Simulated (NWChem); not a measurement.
System: BSiH₅; SMILES B[SiH3]

Input file for NWChem:

```
start job
memory heap 200 mb stack 900 mb global 1100 mb
geometry units angstroms noautoz
  B     -0.001364     1.419848     0.010849
  H      1.008296     2.043740     0.155664
  H     -1.001155     2.040006    -0.202356
  Si    -0.001449    -0.601017     0.034848
  H      0.264433    -1.032475    -1.373431
  H     -1.304830    -1.197680     0.441097
  H      1.068677    -1.191550     0.886955
end
basis spherical
  * library def2-svpd
end
dft
  xc b3lyp
  iterations 150
end
tddft
  cis
  nroots 6
  notriplet
end
task tddft energy
```

Excerpt of the output:

```
             Northwest Computational Chemistry Package (NWChem) 7.3.0
             --------------------------------------------------------

 C1  symmetry detected

                             Geometry "geometry" -> ""
                             -------------------------

 Output coordinates in angstroms (scale by  1.889725989 to convert to a.u.)

  No.       Tag          Charge          X              Y              Z
 ---- ---------------- ---------- -------------- -------------- --------------
    1 B                    5.0000    -0.00014371     1.44699354     0.01555295
    2 H                    1.0000     1.02052044     2.06929468    -0.00918416
    3 H                    1.0000    -1.02057862     2.06968610    -0.00896082
    4 Si                  14.0000    -0.00010332    -0.57399597     0.00702626
    5 H                    1.0000     0.01361098    -0.98261831    -1.43274410
    6 H                    1.0000    -1.21315621    -1.17813771     0.62618896
    7 H                    1.0000     1.20176839    -1.17724893     0.64856775

 Effective nuclear repulsion energy (a.u.)      47.4075320602

                                 NWChem DFT Module
                                 -----------------

 Summary of "ao basis" -> "ao basis" (spherical)
 ------------------------------------------------------------------------------
       Tag                 Description            Shells   Functions and Types
 ---------------- ------------------------------  ------  ---------------------
 B                         def2-svpd                 8       20   4s2p2d
 H                         def2-svpd                 4        8   2s2p
 Si                        def2-svpd                10       24   5s3p2d

            General Information
            -------------------
          SCF calculation type: DFT
          Wavefunction type:  closed shell.
          No. of atoms     :     7
          No. of electrons :    24
           Alpha electrons :    12
            Beta electrons :    12
          Charge           :     0
          Spin multiplicity:     1
          Use of symmetry is: off; symmetry adaption is: off
          Maximum number of iterations: 150
          AO basis - number of functions:    84
                     number of shells:    38
          Convergence on energy requested:  1.00D-06
          Convergence on density requested:  1.00D-05
          Convergence on gradient requested:  5.00D-04

              XC Information
              --------------
                         B3LYP Method XC Potential
                     Hartree-Fock (Exact) Exchange  0.200
                        Slater Exchange Functional  0.800 local
                    Becke 1988 Exchange Functional  0.720 non-local
              Lee-Yang-Parr Correlation Functional  0.810
                  VWN I RPA Correlation Functional  0.190 local

             Grid Information
             ----------------
          Grid used for XC integration:  medium
          Radial quadrature: Mura-Knowles
          Angular quadrature: Lebedev.
          Tag              B.-S. Rad. Rad. Pts. Rad. Cut. Ang. Pts.
          ---              ---------- --------- --------- ---------
          B                   0.85       49          11.0       434
          H                   0.35       45          11.0       434
          Si                  1.10       88          11.0       590
          Grid pruning is: on
          Number of quadrature shells:   362
          Spatial weights used:  Erf1

      Superposition of Atomic Density Guess
      -------------------------------------

 Sum of atomic energies:        -315.73941775

      Non-variational initial energy
      ------------------------------

 Total energy =    -316.326740
 1-e energy   =    -529.070675
 2-e energy   =     165.336403
 HOMO         =      -0.317977
 LUMO         =      -0.071483

   convergence    iter        energy       DeltaE   RMS-Dens  Diis-err
 ---------------- ----- ----------------- --------- --------- ---------
 d= 0,ls=0.0,diis     1   -317.1911610612 -3.65D+02  9.61D-03  1.34D-01
 d= 0,ls=0.0,diis     2   -317.2091451214 -1.80D-02  3.02D-03  1.83D-02
 d= 0,ls=0.0,diis     3   -317.2120707005 -2.93D-03  9.85D-04  4.31D-03
 d= 0,ls=0.0,diis     4   -317.2129481364 -8.77D-04  1.42D-04  4.24D-05
 d= 0,ls=0.0,diis     5   -317.2129580438 -9.91D-06  3.47D-05  2.95D-06
 d= 0,ls=0.0,diis     6   -317.2129586566 -6.13D-07  5.58D-06  1.03D-07

         Total DFT energy =     -317.212958656643
      One electron energy =     -530.838258828325
           Coulomb energy =      193.010025503582
    Exchange-Corr. energy =      -26.792257392141
 Nuclear repulsion energy =       47.407532060242

 Numeric. integr. density =       23.999994562041

                       DFT Final Molecular Orbital Analysis
                       ------------------------------------

 Vector   10  Occ=2.000000D+00  E=-3.512500D-01
              MO Center=  1.4D-02, -8.4D-01, -4.6D-01, r^2= 2.2D+00
   Bfn.  Coefficient  Atom+Function         Bfn.  Coefficient  Atom+Function
  ----- ------------  ---------------      ----- ------------  ---------------
    61      0.371720  5 H  s                 50     -0.333362  4 Si pz
    47     -0.288120  4 Si pz                77     -0.196865  7 H  s
    69     -0.190271  6 H  s                 44      0.167363  4 Si pz
    62      0.076083  5 H  s                  7      0.055894  1 B  pz
    53      0.053753  4 Si d  0              49      0.041455  4 Si py

 Vector   11  Occ=2.000000D+00  E=-3.361270D-01
              MO Center= -1.0D-02, -1.9D-01,  3.3D-01, r^2= 3.8D+00
   Bfn.  Coefficient  Atom+Function         Bfn.  Coefficient  Atom+Function
  ----- ------------  ---------------      ----- ------------  ---------------
    48      0.296169  4 Si px                69     -0.292164  6 H  s
    77      0.288594  7 H  s                 45      0.236583  4 Si px
     5      0.234662  1 B  px                21     -0.189351  2 H  s
    29      0.188894  3 H  s                  8     -0.171069  1 B  px
    42     -0.136652  4 Si px                70     -0.061976  6 H  s

 Vector   12  Occ=2.000000D+00  E=-3.049776D-01
              MO Center=  2.5D-04,  4.9D-01, -1.8D-02, r^2= 2.6D+00
   Bfn.  Coefficient  Atom+Function         Bfn.  Coefficient  Atom+Function
  ----- ------------  ---------------      ----- ------------  ---------------
     6      0.422220  1 B  py                49      0.305483  4 Si py
    46      0.294744  4 Si py                 3     -0.182917  1 B  s
    40      0.166469  4 Si s                 43     -0.165323  4 Si py
    21     -0.146351  2 H  s                 29     -0.146791  3 H  s
    61     -0.143164  5 H  s                  2      0.115340  1 B  s

 Vector   13  Occ=0.000000D+00  E=-9.819952D-02
              MO Center=  1.1D-04,  1.2D+00,  1.9D-02, r^2= 2.7D+00
   Bfn.  Coefficient  Atom+Function         Bfn.  Coefficient  Atom+Function
  ----- ------------  ---------------      ----- ------------  ---------------
     7      0.511721  1 B  pz                10     -0.385869  1 B  pz
    62     -0.149545  5 H  s                 61     -0.135738  5 H  s
    57     -0.130479  4 Si d -1              50     -0.117189  4 Si pz
    52     -0.088946  4 Si d -1              77      0.064448  7 H  s
    69      0.062323  6 H  s                 78      0.056094  7 H  s

 Vector   14  Occ=0.000000D+00  E= 1.287913D-02
              MO Center= -1.0D-03,  5.0D-01,  2.4D-02, r^2= 9.8D+00
   Bfn.  Coefficient  Atom+Function         Bfn.  Coefficient  Atom+Function
  ----- ------------  ---------------      ----- ------------  ---------------
    40      2.986994  4 Si s                  3      2.010532  1 B  s
     4     -1.893748  1 B  s                 41     -1.521050  4 Si s
     9      0.849392  1 B  py                22     -0.581388  2 H  s
    30     -0.579424  3 H  s                 62     -0.393297  5 H  s
    70     -0.386276  6 H  s                 78     -0.385741  7 H  s

[...]

                                NWChem TDDFT Module
                                -------------------

            General Information
            -------------------
           No. of orbitals :     168
            Alpha orbitals :      84
             Beta orbitals :      84
        Alpha frozen cores :       0
         Beta frozen cores :       0
     Alpha frozen virtuals :       0
      Beta frozen virtuals :       0
         Spin multiplicity :       1
    Number of AO functions :      84
        Use of symmetry is : off
      Symmetry adaption is : off
         Schwarz screening :  0.10D-07

              XC Information
              --------------
                  B3LYP Method XC Potential
              Hartree-Fock (Exact) Exchange   0.20
                 Slater Exchange Functional   0.80 local
             Becke 1988 Exchange Functional   0.72 non-local
       Lee-Yang-Parr Correlation Functional   0.81
           VWN I RPA Correlation Functional   0.19 local

             TDDFT Information
             -----------------
          Calculation type : Tamm-Dancoff TDDFT
         Wavefunction type : Restricted singlets
          No. of electrons :      24
           Alpha electrons :      12
            Beta electrons :      12
              No. of roots :       6
          Max subspacesize :    5200
            Max iterations :     100
               Target root :       1
           Target symmetry : none
      Symmetry restriction : off
                 Algorithm : Optimal
        Davidson threshold :  0.10D-03

    6 smallest eigenvalue differences (eV)
--------------------------------------------------------
  No. Spin  Occ  Vir  Irrep   E(Occ)    E(Vir)   E(Diff)
--------------------------------------------------------
    1    1   12   13 a        -0.305    -0.098     5.627
    2    1   11   13 a        -0.336    -0.098     6.474
    3    1   10   13 a        -0.351    -0.098     6.886
    4    1    9   13 a        -0.374    -0.098     7.495
    5    1   12   14 a        -0.305     0.013     8.649
    6    1   12   15 a        -0.305     0.028     9.069
--------------------------------------------------------

  Entering Davidson iterations
  Restricted singlet excited states

  Iter   NTrls   NConv    DeltaV     DeltaE      Time
  ----  ------  ------  ---------  ---------  ---------
    1      6       0     0.62E-01   0.10+100        4.0
    2     12       0     0.12E-01   0.85E-02        3.9
    3     18       0     0.27E-02   0.38E-03        3.9
    4     24       1     0.19E-02   0.41E-04        3.9
    5     29       4     0.37E-02   0.73E-04        3.6
    6     31       5     0.17E-02   0.51E-04        2.4
    7     32       5     0.38E-02   0.25E-04        2.1
    8     33       5     0.19E-01   0.41E-02        2.0
    9     34       5     0.43E-02   0.70E-03        2.0
   10     35       5     0.88E-03   0.25E-04        2.0
   11     36       5     0.22E-03   0.15E-05        2.0
   12     37       6     0.79E-04   0.15E-06        2.0
  ----  ------  ------  ---------  ---------  ---------
  Convergence criterion met

  Ground state a        -317.212958656643 a.u.

  ----------------------------------------------------------------------------
  Root   1 singlet a              0.157768922 a.u.                4.2931 eV
  ----------------------------------------------------------------------------
     Transition Moments    X  0.00006   Y -0.01832   Z -0.23590
     Dipole Oscillator Strength                    0.0058881794
     Electric Quadrupole                           0.0000000306
     Magnetic Dipole                               0.0000015288
     Total Oscillator Strength                     0.0058897388

     Occ.    8  a   ---  Virt.   13  a        0.07114
     Occ.   10  a   ---  Virt.   13  a       -0.07446
     Occ.   12  a   ---  Virt.   13  a       -0.98856
  ----------------------------------------------------------------------------
  Root   2 singlet a              0.192339848 a.u.                5.2338 eV
  ----------------------------------------------------------------------------
     Transition Moments    X  0.12672   Y  0.00004   Z  0.00379
     Dipole Oscillator Strength                    0.0020609107
     Electric Quadrupole                           0.0000000533
     Magnetic Dipole                               0.0000013734
     Total Oscillator Strength                     0.0020623374

     Occ.    9  a   ---  Virt.   13  a       -0.31594
     Occ.   11  a   ---  Virt.   13  a       -0.94651
  ----------------------------------------------------------------------------
  Root   3 singlet a              0.226622375 a.u.                6.1667 eV
  ----------------------------------------------------------------------------
     Transition Moments    X -0.13339   Y  0.00110   Z -0.00402
     Dipole Oscillator Strength                    0.0026906223
     Electric Quadrupole                           0.0000000497
     Magnetic Dipole                               0.0000016486
     Total Oscillator Strength                     0.0026923207

     Occ.    9  a   ---  Virt.   13  a       -0.94594
     Occ.   11  a   ---  Virt.   13  a        0.31440
  ----------------------------------------------------------------------------
  Root   4 singlet a              0.229071589 a.u.                6.2334 eV
  ----------------------------------------------------------------------------
     Transition Moments    X  0.00580   Y -0.66497   Z -0.25802
     Dipole Oscillator Strength                    0.0777009226
     Electric Quadrupole                           0.0000000327
     Magnetic Dipole                               0.0000000832
     Total Oscillator Strength                     0.0777010385

     Occ.   10  a   ---  Virt.   13  a        0.97640
     Occ.   10  a   ---  Virt.   17  a        0.05352
     Occ.   12  a   ---  Virt.   13  a       -0.06649
     Occ.   12  a   ---  Virt.   14  a       -0.05067
     Occ.   12  a   ---  Virt.   15  a        0.11086
     Occ.   12  a   ---  Virt.   18  a        0.07933
     Occ.   12  a   ---  Virt.   27  a       -0.05140
  ----------------------------------------------------------------------------
  Root   5 singlet a              0.285228971 a.u.                7.7615 eV
  ----------------------------------------------------------------------------
     Transition Moments    X -0.00163   Y -0.17364   Z  0.10407
     Dipole Oscillator Strength                    0.0077930726
     Electric Quadrupole                           0.0000000139
     Magnetic Dipole                               0.0000000086
     Total Oscillator Strength                     0.0077930951

     Occ.   12  a   ---  Virt.   14  a        0.99319
     Occ.   12  a   ---  Virt.   15  a        0.07085
  ----------------------------------------------------------------------------
  Root   6 singlet a              0.301556346 a.u.                8.2058 eV
  ----------------------------------------------------------------------------
     Transition Moments    X  0.22521   Y  0.00374   Z -0.00098
     Dipole Oscillator Strength                    0.0101998549
     Electric Quadrupole                           0.0000002707
     Magnetic Dipole                               0.0000021908
     Total Oscillator Strength                     0.0102023163

     Occ.   10  a   ---  Virt.   16  a        0.09110
     Occ.   11  a   ---  Virt.   14  a       -0.20552
     Occ.   11  a   ---  Virt.   15  a        0.08790
     Occ.   11  a   ---  Virt.   18  a        0.07698
     Occ.   12  a   ---  Virt.   16  a       -0.95680
     Occ.   12  a   ---  Virt.   19  a       -0.06656

              Target root =      1
          Target symmetry = none
      Ground state energy =   -317.212958656643
        Excitation energy =      0.157768921999
     Excited state energy =   -317.055189734644

  stored tddft:energy   -317.05518973464405
```

Level: B3LYP/def2-SVPD, TDA. The geometry was optimised at B3LYP/6-31G* (spherical d).
